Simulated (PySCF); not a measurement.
**Working out the ionisation energy of As**

As [Ar] 3d10 4s2 4p3 (4S) → As⁺ [Ar] 3d10 4s2 4p2 (3P). Calculation: PySCF 2.14, in cc-pVTZ-PP with ECP10MDF (5s4p3d1f, 39 functions); scalar relativity through the core potential. Frozen: 3s2 3p6 3d10. Energies in hartree (1 hartree = 27.21139 eV):

```tsv
part	As (lower)	As⁺ (upper)
UHF	-331.210153	-330.863829
CCSD correlation	-0.085569	-0.069428
(T)	-0.002787	-0.001632
```

Task: What does Hartree-Fock give?

Result: (-330.863829) − (-331.210153) = 0.346324 hartree = 9.424 eV.

Task: What do CCSD and CCSD(T) give?

Result: The CCSD correlation energies differ by 0.016141 hartree = 0.439 eV and the triples by 0.001155 hartree = 0.031 eV, so CCSD gives 9.863 eV and CCSD(T) 9.894 eV.

Measured between the centres of the two terms (NIST): 10.008 eV, so CCSD(T) (valence) is off by -0.114 eV.

What remains against the reference includes basis incompleteness, the frozen core and higher excitations.
